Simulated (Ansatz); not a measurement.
Reactions of F₂H₂Se₂Sn (`[F][Sn]([F])([SeH])[SeH]`).

Isolated molecules relaxed with PBE0-D4/def2-TZVP in Ansatz; ΔE leaves out vibrations. CCSD(T)/CBS is the MP2 limit (def2-TZVPP, def2-QZVPP) plus CCSD(T) − MP2 in def2-TZVPP, frozen cores. This one scheme is used for every species, atoms too. For atomizations the MP2-based limit and the directly extrapolated one differ by several kJ/mol either way, and by 10 to 25 for some Ge, Se and Sn compounds, so smaller differences from it don't rank the levels. DFT in def2-TZVPP. No spin–orbit coupling; open shells (•) take unrestricted orbitals. Spin–orbit coupling would lower the free atoms: a little for F; clearly for Se; strongly for Sn. Elements past krypton have def2 core potentials. For Se, Sn outer-core shells are correlated without core-valence functions, so the limit isn't a true one: a few kJ/mol of doubt a bond, and 10 to 20 or more in all where bonds break to atoms. Scalar relativity is left out up to krypton. One conformer a species, not always the lowest.

```tsv
reaction	CCSD(T)/CBS(def2) (kcal/mol)
`[F][Sn]([F])([SeH])[SeH]` → 2 F• + 2 H• + 2 Se• + Sn•	490.9
`[F][Sn]([F])([SeH])[SeH]` + NH₃ → `[NH2][Sn]([F])([F])[SeH]` + H₂Se	18.2
`[F][Sn]([F])([SeH])[SeH]` → `[F][Sn][F]` + `[SeH][SeH]`	27.2
`[F][Sn]([F])([SeH])[SeH]` + H–F → `[F][Sn]([F])([F])[SeH]` + H₂Se	?
```

**Question.** Fill in the missing values. (Best estimate.)

**Answer.** Ansatz gave: `[F][Sn]([F])([SeH])[SeH]` + H–F → `[F][Sn]([F])([F])[SeH]` + H₂Se: +10.2 kcal/mol.

Largest T1 diagnostic: 0.017, for `[F][Sn][F]`.
